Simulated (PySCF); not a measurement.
Compound: C₄H₈OS₂.
Atom-mapped SMILES: `[CH2:1]=[CH:2][S@:3](=[O:4])[CH2:5][S:6][CH3:7]` (hydrogens: H8, H9 on C1; H10 on C2; H11, H12 on C5; H13, H14, H15 on C7)

The geometry is computed with GFN2-xTB (gas phase).

List the bond lengths, angles and torsions at this level.

| bond | length (Å) | order |
| --- | --- | --- |
| C1=C2 | 1.315 | double |
| C2–S3 | 1.815 | single |
| S3=O4 | 1.463 | double |
| S3–C5 | 1.880 | single |
| C5–S6 | 1.805 | single |
| S6–C7 | 1.815 | single |
| C1–H8 | 1.080 | single |
| C1–H9 | 1.077 | single |
| C2–H10 | 1.077 | single |
| C5–H11 | 1.088 | single |
| C5–H12 | 1.085 | single |
| C7–H13, C7–H14, C7–H15 | 1.085 | single |

Bonds in one row agree within 0.01 Å and their mean is given. Orders are formal, as drawn. A selection of angles:
| angle | degrees |
| --- | --- |
| C2–C1–H8 | 119.1 |
| C2–C1–H9 | 123.5 |
| H8–C1–H9 | 117.4 |
| C1–C2–S3 | 120.2 |
| C1–C2–H10 | 125.6 |
| S3–C2–H10 | 114.2 |
| C2–S3–O4 | 105.9 |
| C2–S3–C5 | 92.7 |
| O4–S3–C5 | 105.5 |
| S3–C5–S6 | 110.9 |
| S3–C5–H11 | 108.4 |
| S3–C5–H12 | 108.2 |
| S6–C5–H11 | 110.5 |
| S6–C5–H12 | 107.1 |
| H11–C5–H12 | 111.7 |
| C5–S6–C7 | 99.6 |
| S6–C7–H13 | 106.8 |
| S6–C7–H14 | 109.3 |
| H13–C7–H14 | 110.4 |
| H14–C7–H15 | 111.0 |

Dihedral angles: C1–C2–S3–O4 -1° (synperiplanar); C2–S3–C5–S6 -170° (antiperiplanar); S3–C5–S6–C7 -73° (synclinal).

S3 (sulfinyl sulfur) is pyramidal (angles 105.9°, 105.5° and 92.7°, sum 304.1°, 0.75 Å off the plane of its three neighbours). S6 (sulfide sulfur) is bent (angle 99.6°). The C–S distances run from 1.805 Å (C5–S6, drawn single) to 1.880 Å (S3–C5, drawn single), a spread of 0.075 Å. Of the pairs four or more bonds apart, O4···H14 is among the closest relative to their van der Waals radii: 2.37 Å, 87 % of the sum of Bondi's values.

Point group: C1 (no symmetry element, even within 0.4 Å). Stationary, but not proved a minimum. The numbers are those of one conformer.
